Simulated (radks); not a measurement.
Spherical quantum dot in the effective-mass picture: electrons in a well V = -V0 / (1 + exp((r - R)/a)) with V0 = 5.35, R = 7.53, a = 0.46, all in effective atomic units (hartree* = m*/eps^2 hartree, bohr* = eps/m* bohr), one dielectric constant everywhere. Calculated with a radial shooting solver with Libxc functionals: non-relativistic Kohn-Sham, PBE, spin-polarised, spherical densities. Levels are named by radial order and angular momentum (1s, 1p, 1d, 2s, ...), and open shells are averaged over m. Results are scaled to m* = 0.426 and eps = 8.4, for which hartree* = 164.3 meV and bohr* = 1.043 nm.

N = 17, configuration 1s2 1p6 1d(up 5, down 4). This is the lowest configuration that the search found. Occupied levels:

| level | occupation | eigenvalue (meV) | <r> (nm) |
|---|---|---|---|
| 1s up | 1 | -383.78 | 5.267 |
| 1s down | 1 | -382.76 | 5.261 |
| 1p up | 3 | -376.34 | 5.394 |
| 1p down | 3 | -375.29 | 5.390 |
| 1d up | 5 | -362.82 | 5.534 |
| 1d down | 4 | -361.75 | 5.531 |

Energy (meV): total -10293.6, kinetic 658.37, external -14524, Hartree 4194.8, exchange-correlation -622.57.
